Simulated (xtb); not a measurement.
xtb input:

```bash
xtb mol.xyz --gfnff --opt tight --chrg 0 --uhf 0
```
mol.xyz:
```
13

C     -1.19823066    -0.02351216    -1.57843553
C     -0.08607453    -0.32696609    -0.58283404
C      0.80738196    -1.46118098    -1.06810710
Se    -0.84233951    -0.92889150     1.16324289
Se     0.95675802     1.36352612    -0.38848410
H     -1.80205399    -0.91710901    -1.74095301
H     -1.85398159     0.77013617    -1.22226188
H     -0.77233702     0.28383986    -2.53786649
H      1.61883780    -1.66336253    -0.36996052
H      0.22146312    -2.37641100    -1.19225027
H      1.24479721    -1.19970840    -2.03238397
H     -1.52096095     0.34227918     1.45609312
H      1.83554552     0.85271405     0.67404438
```

Q: What final total energy does it print?

A: -1.57708 Eh (GFN-FF).
